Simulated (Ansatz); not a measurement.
The lowest singlet and triplet of OS (SMILES O=S); geometries from B3LYP-D3(BJ)/def2-TZVP, each state relaxed from the structure named, with no frequency check, low spin by broken symmetry.
Singlet at the triplet's geometry (charge 0, multiplicity 1):
```xyz
2

O      0.000     0.000    -0.993
S      0.000     0.000     0.497
```

| level | gap E(singlet) − E(triplet), vertical, at the triplet's geometry (kcal/mol) | cost |
|---|---|---|
| R-HF/cc-pV(Q+d)Z | 42.45 | - |
| U-r2SCAN/def2-TZVPP (spin-contaminated) | 8.40 | ×4 |
| R-wB97X-V/def2-TZVPP | 27.69 | ×2 |
| U-wB97X-V/def2-TZVPP (spin-contaminated) | 6.98 | ×4 |
| R-wB97M-V/def2-TZVPP | 24.64 | ×2 |
| R-MP2/cc-pV(Q+d)Z | 22.61 | - |
| R-SCS-MP2/cc-pV(D+d)Z | 20.79 | - |
| R-CCSD/cc-pV(D+d)Z | 25.91 | - |
| R-CCSD/cc-pV(T+d)Z | 25.57 | - |
| R-CCSD/cc-pV(Q+d)Z | 24.91 | - |
| R-CCSDT(Q)/cc-pV(D+d)Z | 19.00 | ×10 |
| SA-CASSCF(12,8)/cc-pV(D+d)Z | 17.60 | - |
| SA-CASSCF(12,8)/cc-pV(T+d)Z | 17.52 | - |
| SC-NEVPT2 on SA-CASSCF(12,8)/cc-pV(D+d)Z | 18.48 | - |
| SC-NEVPT2 on SA-CASSCF(12,8)/cc-pV(T+d)Z | 17.78 | - |
| SC-NEVPT2 on SA-CASSCF(12,8)/cc-pV(Q+d)Z | 17.25 | - |
| FIC-NEVPT4(SD) on SA-CASSCF(12,8)/cc-pV(T+d)Z | 17.86 | - |
| FIC-MRCISD+Q on SA-CASSCF(12,8)/cc-pV(D+d)Z | 18.69 | - |
| FIC-MRCISD+Q on SA-CASSCF(12,8)/cc-pV(T+d)Z | 17.68 | - |
| FIC-MRCISD+Q on SA-CASSCF(12,8)/cc-pV(Q+d)Z | 17.04 | - |

The rows run from 6.98 (U-wB97X-V/def2-TZVPP (spin-contaminated)) to 42.45 kcal/mol (R-HF/cc-pV(Q+d)Z).

A positive gap puts the triplet lower; no zero-point energy. R- takes a restricted singlet, here one determinant of a half-filled degenerate or near-degenerate pair, which mixes singlet states. U- takes an unrestricted singlet (broken symmetry where lower, unprojected). The triplet is unrestricted in single-reference levels. Active spaces average the two states.

Correlated levels freeze the cores.

Doubts at one or more of the structures used: a restricted determinant that unrestricted orbitals would lower (R-HF/cc-pV(Q+d)Z, R-wB97X-V/def2-TZVPP, R-wB97M-V/def2-TZVPP, R-MP2/cc-pV(Q+d)Z, R-SCS-MP2/cc-pV(D+d)Z, R-CCSD/cc-pV(D+d)Z, R-CCSD/cc-pV(T+d)Z, R-CCSD/cc-pV(Q+d)Z, R-CCSDT(Q)/cc-pV(D+d)Z); other coupled-cluster roots lie near (R-CCSDT(Q)/cc-pV(D+d)Z).

The values were computed with Ansatz (a first-principles code) with Gaussian orbitals. 

Costs are rough ratios of core time to R-PBE/def2-TZVPP (about 0.8 s over the structures, on one shared machine); a dash marks a level with no comparable run of its own.
